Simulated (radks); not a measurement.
Fractional charge and spin in the 4p shell of cadmium: the spin-up occupation runs from 2 to 3 and the spin-down occupation from 2 to 3; the fullest corner is Cd2+, [Ar] 3d10 4s2 4d10 4p(up 3, down 3). Calculated with a radial shooting solver on a logarithmic mesh with Libxc functionals: scalar-relativistic Kohn-Sham, BLYP, spin-polarised, spherical densities, point nucleus. Energy (eV) minus the two flat planes that join the four corners (they meet along the diagonal where the two added fractions sum to one electron); zero is where a piecewise linear energy would lie.

down \ up       2    2.25     2.5    2.75       3
2           0.000  -1.738  -2.306  -1.721   0.000
2.25       -1.738  -2.235  -1.579   0.211  -1.614
2.5        -2.306  -1.579   0.281  -1.475  -2.138
2.75       -1.721   0.211  -1.475  -2.068  -1.592
3           0.000  -1.614  -2.138  -1.592   0.000

Corners above the fullest one (they belong to Cd3+ and the next ion): (up 3, down 2) 94.159 eV, (up 2, down 3) 94.159 eV, (up 2, down 2) 207.24 eV. With half an added electron in each spin the energy lies 0.281 eV from the planes, and with half an added electron in spin up alone -2.306 eV. The planes are only a guide here: the flat-plane condition holds for ground states with one frontier orbital, while this shell lies below other occupied shells, so the corners above the fullest one are inner-hole states and not the ground states of those ions.
